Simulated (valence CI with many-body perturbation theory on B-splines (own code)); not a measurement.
## Ce37+: calculated level list

Calculated by relativistic CI+MBPT: three valence electrons over a frozen Dirac-Fock core [Ar], radial functions for each j: 9 s, 9 p, 10 d, 8 f, 5 g, 3 h, 1 i, with the one-electron correlation potential Σ1, the two-electron term Σ2, the three-electron term Σ3, Breit, model QED; selected CI, second order for the rest (own B-spline code, finite nucleus).

The last digits are not significant, and no measured levels were compared; by estimate large intervals hold to a few tenths of a per cent, small ones and those within an open d or f shell to about a per cent. Only levels of the ground parity were solved; by the run's estimate the other parity begins above the list, which can be wrong where configurations are misplaced.

Levels 1 to 19 of 19, with energies above the lowest level, (3d3/2^3) J=3/2. "Leading %" is the weight of the configuration and term that name the level; weights of strongly mixed levels are sums over their largest components and can fall short. In the jj column 3d3/2^4 stands for four electrons in 3d with j = 3/2.

| No. | Configuration | Term | J | E (cm⁻¹) | Leading % | Leading jj | g |
| --- | --- | --- | --- | --- | --- | --- | --- |
| 1 | 3d3 | 4F | 3/2 | 0 | 58 | 3d3/2^3 (93 %) | 0.629 |
| 2 | 3d3 | 4F | 5/2 | 137550 | 88 | 3d3/2^2 3d5/2 (97 %) | 1.044 |
| 3 | 3d3 | 4P | 3/2 | 181920 | 41 | 3d3/2^2 3d5/2 (95 %) | 1.241 |
| 4 | 3d3 | 4F | 7/2 | 189730 | 51 | 3d3/2^2 3d5/2 (87 %) | 1.085 |
| 5 | 3d3 | 2G | 9/2 | 200330 | 43 | 3d3/2^2 3d5/2 (95 %) | 1.079 |
| 6 | 3d3 | 4P | 1/2 | 209240 | 62 | 3d3/2^2 3d5/2 (99 %) | 1.905 |
| 7 | 3d3 | 4P | 5/2 | 314710 | 65 | 3d3/2^2 3d5/2 (71 %) | 1.410 |
| 8 | 3d3 | 2G | 7/2 | 333710 | 49 | 3d3/2 3d5/2^2 (92 %) | 1.057 |
| 9 | 3d3 | 4F | 9/2 | 353280 | 53 | 3d3/2 3d5/2^2 (90 %) | 1.131 |
| 10 | 3d3 | 4P | 3/2 | 384090 | 42 | 3d3/2 3d5/2^2 (98 %) | 1.144 |
| 11 | 3d3 | 2P | 1/2 | 399800 | 62 | 3d3/2 3d5/2^2 (99 %) | 1.419 |
| 12 | 3d3 | 2H | 11/2 | 413100 | 100 | 3d3/2 3d5/2^2 (100 %) | 1.085 |
| 13 | 3d3 | 2D | 5/2 | 429740 | 73 | 3d3/2 3d5/2^2 (71 %) | 1.161 |
| 14 | 3d3 | 2F | 5/2 | 453540 | 52 | 3d3/2 3d5/2^2 (92 %) | 1.092 |
| 15 | 3d3 | 2F | 7/2 | 470920 | 87 | 3d3/2 3d5/2^2 (95 %) | 1.108 |
| 16 | 3d3 | 2G | 9/2 | 542760 | 55 | 3d5/2^3 (94 %) | 1.125 |
| 17 | 3d3 | 2P | 3/2 | 546460 | 45 | 3d3/2 3d5/2^2 (57 %) | 1.101 |
| 18 | 3d3 | 2D | 3/2 | 650300 | 80 | 3d5/2^3 (57 %) | 0.919 |
| 19 | 3d3 | 2D | 5/2 | 694440 | 67 | 3d5/2^3 (88 %) | 1.149 |

The ionisation energy to 3d2 3F_2 of the next ion comes out as 2600.2 eV (NIST: 2600 ± 4 eV (theoretical)). All 19 levels together are meant to be complete up to 722210 cm⁻¹.
